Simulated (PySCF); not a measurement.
## Bond curve of YbCl

Set-up: Yb x2c-TZVPall, Cl x2c-TZVPall; spin-free X2C with a Gaussian nucleus (PySCF 2.14). Energies in eV from Yb (4f14 6s2) + Cl in their ground configurations at the same level. State: doublet, about 13.9 electrons in the 4f shell (Mulliken).

All columns are r²SCAN. A positive dipole means Yb(−)Cl(+).

```json
{"R (Å)": "2.140", "E (eV)": "-3.698", "μ (D)": "-2.77", "Mulliken charge on Yb (basis-dependent)": "0.44", "HOMO (eV)": "-3.31", "LUMO (eV)": "-2.61", "Mayer bond order": "1.14", "⟨S²⟩": "0.75"}
{"R (Å)": "2.239", "E (eV)": "-4.114", "μ (D)": "-3.19", "Mulliken charge on Yb (basis-dependent)": "0.46", "HOMO (eV)": "-3.32", "LUMO (eV)": "-2.69", "Mayer bond order": "1.06", "⟨S²⟩": "0.75"}
{"R (Å)": "2.339", "E (eV)": "-4.321", "μ (D)": "-3.65", "Mulliken charge on Yb (basis-dependent)": "0.48", "HOMO (eV)": "-3.34", "LUMO (eV)": "-2.76", "Mayer bond order": "1.00", "⟨S²⟩": "0.75"}
{"R (Å)": "2.413", "E (eV)": "-4.378", "μ (D)": "-4.02", "Mulliken charge on Yb (basis-dependent)": "0.49", "HOMO (eV)": "-3.37", "LUMO (eV)": "-2.82", "Mayer bond order": "0.97", "⟨S²⟩": "0.75"}
{"R (Å)": "2.488", "E (eV)": "-4.373", "μ (D)": "-4.41", "Mulliken charge on Yb (basis-dependent)": "0.50", "HOMO (eV)": "-3.40", "LUMO (eV)": "-2.88", "Mayer bond order": "0.94", "⟨S²⟩": "0.75"}
{"R (Å)": "2.563", "E (eV)": "-4.322", "μ (D)": "-4.81", "Mulliken charge on Yb (basis-dependent)": "0.51", "HOMO (eV)": "-3.44", "LUMO (eV)": "-2.94", "Mayer bond order": "0.91", "⟨S²⟩": "0.75"}
{"R (Å)": "2.662", "E (eV)": "-4.204", "μ (D)": "-5.36", "Mulliken charge on Yb (basis-dependent)": "0.53", "HOMO (eV)": "-3.51", "LUMO (eV)": "-3.02", "Mayer bond order": "0.87", "⟨S²⟩": "0.75"}
{"R (Å)": "2.787", "E (eV)": "-4.003", "μ (D)": "-6.06", "Mulliken charge on Yb (basis-dependent)": "0.55", "HOMO (eV)": "-3.60", "LUMO (eV)": "-3.14", "Mayer bond order": "0.83", "⟨S²⟩": "0.75"}
{"R (Å)": "2.936", "E (eV)": "-3.723", "μ (D)": "-6.90", "Mulliken charge on Yb (basis-dependent)": "0.57", "HOMO (eV)": "-3.72", "LUMO (eV)": "-3.27", "Mayer bond order": "0.79", "⟨S²⟩": "0.75"}
{"R (Å)": "3.135", "E (eV)": "-3.327", "μ (D)": "-8.00", "Mulliken charge on Yb (basis-dependent)": "0.60", "HOMO (eV)": "-3.89", "LUMO (eV)": "-3.45", "Mayer bond order": "0.74", "⟨S²⟩": "0.75"}
```

A fit through these points gives, at Re = 2.443 Å, μ = -4.18 D and dμ/dR = -5.19 D/Å; the reduced mass is 29.12 u.

Question: How strong is the fundamental in the double-harmonic approximation, I = 42.26·(dμ/dR)²/μred km/mol?

Answer: I = 42.26·(-5.19)²/29.12 = 39.1 km/mol at r²SCAN.

These are scalar-relativistic numbers at best; spin–orbit coupling would shift them, the dissociation energy most. The state is the lowest single determinant that the PBE0 search found; with open d or f shells the true ground state can be another one.
